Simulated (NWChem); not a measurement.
# Correlation energy of GeS

```xyz
2

Ge     0.0000     0.0000     0.6727
S      0.0000     0.0000    -1.3454
```
Charge 0, spin multiplicity 1.

Program: NWChem. The geometry was optimised at PBE0/def2-SVP, a minimum by its harmonic frequencies.

Basis set: 3-21G. Each correlation energy counts from its own Hartree-Fock reference.

| method | correlation energy (mHa) | difference from CCSD(T) |
|---|---|---|
| MP2 | -108.1 | +14.2 |
| SCS-MP2 | -105.9 | +16.4 |
| CR-CCSD[T] | -122.8 | -0.5 |
| CR-CCSD(T) | -121.0 | +1.3 |
| CCSD | -116.0 | +6.3 |
| CCSD+T(CCSD) | -124.6 | -2.3 |
| CCSD(T) | -122.3 | 0.0 |
| CCSDT | -123.2 | -0.8 |

The values span 18.7 mHa, from CCSD+T(CCSD) (lowest) to SCS-MP2 (highest). 

The Hamiltonian is non-relativistic. The correlated methods keep 14 core orbitals frozen. The structure started from a generated list of species. No row is a measurement; the coupled-cluster row has its own basis-set and correlation limits.
